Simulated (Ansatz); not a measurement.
One change: `C#[C][Ge]([Cl])([Cl])[Cl]` becomes `[SiH3][Ge]([Cl])([Cl])[Cl]`.

Ansatz, PBE0-D4/def2-TZVP geometries, multiplicity 1. 

Scalar relativity is left out up to krypton.

```csv
property,`C#[C][Ge]([Cl])([Cl])[Cl]`
size of the dipole moment (ωB97M-V/def2-TZVPP) / D,2.24
HOMO energy (PBE0/def2-TZVPP) / eV,-9.11
LUMO energy (PBE/def2-TZVPP) / eV,-2.38
zero-point energy (PBE0-D4/def2-TZVP) / kJ/mol,61.5
HOMO–LUMO gap (PBE/def2-TZVPP) / eV,5.43
HOMO–LUMO gap (ωB97M-V/def2-TZVPP) / eV,12.13
```

**Question.** What does the change do to each property? (Estimate.)

**Answer.** Computed: 
| property | `[SiH3][Ge]([Cl])([Cl])[Cl]` | shift |
| --- | --- | --- |
| size of the dipole moment (ωB97M-V/def2-TZVPP) / D | 2.92 | 0.68 |
| HOMO energy (PBE0/def2-TZVPP) / eV | -8.68 | 0.43 |
| LUMO energy (PBE/def2-TZVPP) / eV | -2.42 | -0.04 |
| zero-point energy (PBE0-D4/def2-TZVP) / kJ/mol | 76.9 | 15.4 |
| HOMO–LUMO gap (PBE/def2-TZVPP) / eV | 5.06 | -0.37 |
| HOMO–LUMO gap (ωB97M-V/def2-TZVPP) / eV | 11.12 | -1.01 |

With PBE0 the HOMO rises by 0.43 eV and the LUMO falls by 0.13 eV, so the gap narrows by about 0.56 eV. PBE moves the HOMO by 0.34 eV and ωB97M-V by 0.68 eV. The zero-point energy changes by 15.4 kJ/mol with +3 modes. Dipoles are sizes alone; their direction can turn.
